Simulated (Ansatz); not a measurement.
Two isomers of C3H4Se: A = `C=C=C[SeH]`, B = `C1=C[Se]C1`.

Gas-phase electronic energies from Ansatz, PBE0-D4/def2-TZVP geometries. CCSD(T)/CBS adds triple-zeta CCSD(T) − MP2 to the extrapolated MP2 energy (def2 sets, frozen cores). Functionals use def2-TZVPP. B3LYP here is the variant with VWN-RPA as its local correlation; programs differ in this. For Se outer-core shells are correlated without core-valence functions, which leaves a few kJ/mol of doubt a bond. Scalar relativity is left out up to krypton. Each species was taken in one conformer, which may not be the lowest.

A:

```xyz
8

C     0.549    1.370   -1.013
C     0.010    0.487   -0.225
C    -0.515   -0.394    0.570
Se    0.509   -1.847    1.272
H     0.477    1.276   -2.092
H     1.085    2.227   -0.618
H    -1.530   -0.295    0.937
H    -0.584   -2.825    1.170
```

B:

Z-matrix (Å, degrees):
```
C
Se 1 2.474
C 1 1.495 2 53.5
C 1 1.333 2 49.8 3 180.0
H 1 1.084 3 127.2 2 -180.0
H 3 1.090 1 116.0 2 -113.8
H 3 1.090 1 116.0 2 113.8
H 4 1.081 1 133.3 2 -180.0
```

(1) Which isomer does CCSD(T)/CBS put lower? Give the gap. (Best estimate.)

(2) Give E(B) − E(A) in kJ/mol with BLYP-D4, PBE-D4, CCSD(T)/def2-TZVPP, CCSD(T)/def2-SVP, LDA (SPW92), PBE0-D4, B3LYP-D4. (Estimate.)

(3) Does the order hold for the free energy at 298.15 K (harmonic terms from PBE0-D4)? (Estimate.)

Largest T1 diagnostic: 0.011.

## Answers

(1) Computed: B, by 59.4 kJ/mol.

(2) The calculation gave: BLYP-D4 -28.2, PBE-D4 -51.1, CCSD(T)/def2-TZVPP -57.2, CCSD(T)/def2-SVP -44.8, LDA (SPW92) -64.0, PBE0-D4 -59.1, B3LYP-D4 -36.0. None reverses the order clearly.

(3) The calculation gave: Yes: G(B) − G(A) = -40.8 kJ/mol, for one conformer each.

In def2-TZVPP, CCSD(T) changes the Hartree–Fock value by −24.5 kJ/mol (the triples alone add −2.8 kJ/mol) and MP2 by −37.7 kJ/mol. From BLYP to BHLYP (50 % exact exchange), in def2-TZVPP and without D4, E(B) − E(A) moves by −17.3 kJ/mol.
